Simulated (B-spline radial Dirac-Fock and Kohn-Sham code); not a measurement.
Dipole and non-dipole photoemission parameters of Cl³⁺ 2p3/2

System: the Cl³⁺ ion, configuration [Ne] 3s2 3p2; threshold 254.8 eV (orbital energy of the model). Level of theory: Dirac-Hartree-Slater photoionisation with a Latter tail; cross sections with all multipoles, angular parameters from the dipole term and its interference with E2; a B-spline atomic structure program.

Input of the calculation (task.json; shells as n, l, electrons):

```json
{"items": [{
  "Z": 17,
  "q": 3,
  "cfg": [[1, 0, 2], [2, 0, 2], [2, 1, 6], [3, 0, 2], [3, 1, 2]],
  "A": 35,
  "rrms": 3.3654,
  "do": "xps",
  "hv": [60, 61.9, 75.5, 98.8, 100, 146.0, 150, 157.0, 162.0, 192.0, 258.0, 269.0, 300, 309.0, 380.0, 401.0, 403.0, 600, 619.0, 733.0, 803.0, 1253.6, 2450.0, 2510.0, 3050.0, 4000, 6040.0, 6930.0, 8047.8, 9870.0]
}]}
```

Run with: `python xray2_run.py task.json out`

For linearly polarised light dσ/dΩ = σ/(4π) [1 + β P₂(cos θ) + (δ + γ cos²θ) sin θ cos φ], with θ from the polarisation vector and φ the angle between the beam and the projection of the electron momentum on the plane normal to the polarisation.

```csv
hν (eV),σ (kb),β,γ,δ
269,1880,0.979,-0.058,0.008
300,1560,1.216,-0.027,0.012
309,1480,1.256,-0.018,0.012
380,932,1.419,0.047,0.014
401,817,1.440,0.065,0.015
403,?,?,?,?
600,290,1.478,0.215,0.020
619,266,1.476,0.227,0.020
733,167,1.450,0.293,0.023
803,130,1.430,0.329,0.025
1253.6,35.1,1.288,0.501,0.040
2450,4.22,0.988,0.740,0.083
2510,3.90,0.976,0.748,0.085
3050,2.04,0.881,0.811,0.104
4000,0.809,0.750,0.890,0.136
6040,0.190,0.563,0.998,0.198
6930,0.116,0.506,1.031,0.223
8047.8,0.0670,0.448,1.067,0.252
9870,0.0316,0.374,1.117,0.295
```

Q: Give the values at 403 eV.

A: σ = 807 kb, β = 1.442, γ = 0.067, δ = 0.015.
